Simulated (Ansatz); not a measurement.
Reaction (hydrogenolysis of the Si–Si bond): `C[SiH2][SiH2]C=N` + H₂ → `N=C[SiH3]` + `C[SiH3]`

Calculated with Ansatz (gas phase, PBE0-D4/def2-TZVP geometries, no zero-point term in ΔE). CCSD(T)/CBS is the MP2 limit (def2-TZVPP, def2-QZVPP) plus CCSD(T) − MP2 in def2-TZVPP, frozen cores. This one scheme is used for every species. Functionals use def2-TZVPP. B3LYP here is the variant with VWN-RPA as its local correlation; programs differ in this. Each species was taken in one conformer, which may not be the lowest.

Problem. Is it downhill or uphill in electronic energy at CCSD(T)/CBS, and by how much? (Best estimate.)

Solution. Ansatz gave: Downhill: ΔE = -2.9 kcal/mol.

Problem. What do these levels give: r2SCAN-D4, PBE0, B3LYP, HF/CBS(def2), MP2/CBS(def2), CCSD/CBS(def2)? (An estimate is asked.)

Solution. Computed: r2SCAN-D4 -1.6, PBE0 -3.0, B3LYP -6.6, HF/CBS(def2) -12.0, MP2/CBS(def2) -2.6, CCSD/CBS(def2) -4.4 kcal/mol.

Largest T1 diagnostic among the species: 0.013.

The D4 term adds +3.7 kcal/mol with B3LYP and +2.1 kcal/mol with PBE0; it sums over pairs of atoms, weighted by their polarisabilities, and B3LYP, whose exchange is more repulsive, gets the larger term. From PBE to PBE0 (25 % exact exchange), in def2-TZVPP and without D4, ΔE moves by −1.2 kcal/mol. In def2-TZVPP, CCSD(T) changes the Hartree–Fock value by +8.2 kcal/mol (the triples alone add +1.5 kcal/mol) and MP2 by +8.6 kcal/mol.
